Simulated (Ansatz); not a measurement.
AlClH₅NSi, SMILES `[SiH3][NH][AlH][Cl]` at its PBE0-D4/def2-TZVP geometry, where that method's forces vanish. The species carries charge 0 and has multiplicity 1.

```json
{"atom": "Si1", "x (Å)": "0.3516", "y (Å)": "1.3319", "z (Å)": "0.3647"}
{"atom": "N2", "x (Å)": "-0.4255", "y (Å)": "-0.2123", "z (Å)": "0.4617"}
{"atom": "Al3", "x (Å)": "-0.3457", "y (Å)": "-1.6457", "z (Å)": "-0.5750"}
{"atom": "Cl4", "x (Å)": "0.8806", "y (Å)": "-1.5986", "z (Å)": "-2.2702"}
{"atom": "H5", "x (Å)": "-0.6426", "y (Å)": "2.4366", "z (Å)": "0.2681"}
{"atom": "H6", "x (Å)": "1.1903", "y (Å)": "1.5961", "z (Å)": "1.5667"}
{"atom": "H7", "x (Å)": "1.2099", "y (Å)": "1.3361", "z (Å)": "-0.8439"}
{"atom": "H8", "x (Å)": "-1.0396", "y (Å)": "-0.3117", "z (Å)": "1.2616"}
{"atom": "H9", "x (Å)": "-1.1789", "y (Å)": "-2.9324", "z (Å)": "-0.2336"}
```

(1) For each bond, give half the difference of the two atoms' forces along it (eV/Å; positive pushes the atoms apart) under PBE-D4, r2SCAN-D4, B3LYP-D4, ωB97M-V in def2-TZVPP. (An estimate is asked.)

Results:

(1) Computed: 
```
   bond  length (Å)  PBE-D4  r2SCAN-D4  B3LYP-D4  ωB97M-V
 Si1–N2       1.731    0.12       0.03      0.14     0.13
 Si1–H5       1.489    0.04      -0.03     -0.09    -0.13
 Si1–H6       1.489    0.04      -0.03     -0.09    -0.13
 Si1–H7       1.482    0.05      -0.02     -0.09    -0.11
 N2–Al3       1.771    0.05       0.02      0.03     0.05
  N2–H8       1.013    0.19       0.02     -0.03    -0.04
Al3–Cl4       2.093    0.12       0.02      0.15     0.09
 Al3–H9       1.571   -0.03      -0.05     -0.17    -0.20
```

B3LYP here is the variant with VWN-RPA as its local correlation; programs differ in this.
